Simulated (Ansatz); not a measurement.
A nudged elastic band was laid between two geometries of AlBFH₄N (8 atoms, charge 0, multiplicity 1).

Computed with Ansatz 0.2.0, RHF/6-31G.

- movable images: 7
- climbing image: yes
- spring: 5.0 eV/Å²
- optimiser: quadratic models (default)
- start path: IDPP
- force threshold: 0.05 eV/Å
- iteration limit: 60
- end points: relaxed

Initial state:

```xyz
8
Properties=species:S:1:pos:R:3
N -1.043 1.275 0.169
Al 0.332 0.232 0.637
B 0.849 -1.447 -0.651
F -0.049 -1.846 -1.617
H -1.348 2.074 0.682
H -1.612 1.129 -0.637
H 1.113 0.613 1.983
H 1.850 -2.087 -0.623
```

Final state:

```xyz
8
Properties=species:S:1:pos:R:3
N -1.393 0.685 0.673
Al 0.360 0.392 0.456
B 1.060 -1.063 -0.998
F 1.427 -0.636 -2.256
H -1.766 1.333 1.333
H -2.124 0.246 0.156
H 1.344 1.221 1.412
H 1.186 -2.235 -0.831
```

(1) Which bonds break or form, and what moves?

(2) Give the energies along the band, and the barrier.

(3) What is the geometry of the highest image?

Answers

(1) No bond is made or broken. The dihedral N1–Al2–B3–F4 goes from -14 to 96°.

(2) It converged. The highest image is number 2 of 0 to 8, 0.000 eV above the first end and 0.011 eV above the last; the last end lies 0.011 eV below the first. The top lies less than 8 meV above the higher end, about what the thresholds resolve: that end is a shoulder or a very shallow well. A vibrational analysis at the climbing image gives no mode beyond 40i cm⁻¹: the surface is too flat there to confirm a saddle point. Limits of this set-up: no polarisation functions.

```csv
image,path coordinate (Å),energy (eV),dihedral N1–Al2–B3–F4 (°)
0,0.00,0.000,-14
1,0.28,0.000,-2
2,0.57,0.000,10
3,0.90,0.000,25
4,1.24,-0.001,39
5,1.57,-0.004,53
6,1.91,-0.007,68
7,2.24,-0.010,82
8,2.57,-0.011,96
```

(3) 
```xyz
8
Properties=species:S:1:pos:R:3
N -1.187 1.106 0.318
Al 0.373 0.279 0.597
B 0.948 -1.333 -0.752
F 0.215 -1.530 -1.901
H -1.544 1.846 0.884
H -1.814 0.892 -0.428
H 1.252 0.777 1.839
H 1.850 -2.094 -0.613
```

The run took 2.5 min on 1 thread of Intel(R) Xeon(R) Processor @ 2.50GHz (Skylake/Cascade Lake) (shared host), peak memory 0.1 GiB.
